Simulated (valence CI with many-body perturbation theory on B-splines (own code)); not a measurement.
Values are calculated unless marked as measured or tabulated.
Basis-set convergence for Cu XXIII

Method: configuration interaction combined with many-body perturbation theory (CI+MBPT): five valence electrons over a frozen Dirac-Fock core [He], radial functions for each j: 9 s, 9 p, 8 d, 6 f, 3 g, 1 h, with the one-electron correlation potential Σ1 (screened to all orders), the two-electron term Σ2, the three-electron term Σ3, Breit, model QED; selected single and double excitations, second order for the rest (own B-spline code, finite nucleus).

No measured spectrum was set against this ion. As an estimate, levels of excited configurations hold to 0.05 to 0.15 % of their energy, terms of the ground configuration to about 0.5 %. Among the levels kept, up to 2800 cm⁻¹ of a level comes from second order outside the variational space, and about a tenth of that is noise between levels of different J, which matters for small intervals.

The reference run has the lowest level 2s2 2p3 4S°_3/2 and an ionisation energy of 2042.80 eV. Its largest variational space holds 19999 state functions.

Names give the largest LS component (configuration and term), which can be under half, so a name can repeat, a term be missing and a line seem to break the LS rules; names also repeat where a configuration has a term twice.

Changed runs:
A. basis 6 s, 6 p, 5 d, 3 f, 1 g
B. basis 5 s, 5 p, 4 d, 2 f

Excitation energies of the reference run in cm⁻¹, and shifts in cm⁻¹:

| Level | Reference | A | B |
| --- | --- | --- | --- |
| 2s2 2p3 2D°_3/2 | 171182 | +146 | +455 |
| 2s2 2p3 2D°_5/2 | 230365 | +191 | +572 |
| 2s2 2p3 2P°_1/2 | 328561 | +206 | +683 |
| 2s2 2p3 2P°_3/2 | 447293 | +182 | +587 |
| 2s 2p4 4P_5/2 | 900550 | +36 | +108 |
| 2s 2p4 4P_3/2 | 1011170 | +20 | +88 |
| 2s 2p4 4P_1/2 | 1036950 | +31 | +149 |
| 2s 2p4 2D_3/2 | 1250090 | +274 | +878 |
| 2s 2p4 2D_5/2 | 1284770 | +283 | +870 |
| 2s 2p4 2S_1/2 | 1428020 | +303 | +1044 |
| 2s 2p4 2P_3/2 | 1486360 | +324 | +1041 |
| 2s 2p4 2P_1/2 | 1647540 | +297 | +1029 |
| Ionisation energy (eV) | 2042.80 | -0.024 | -0.08 |
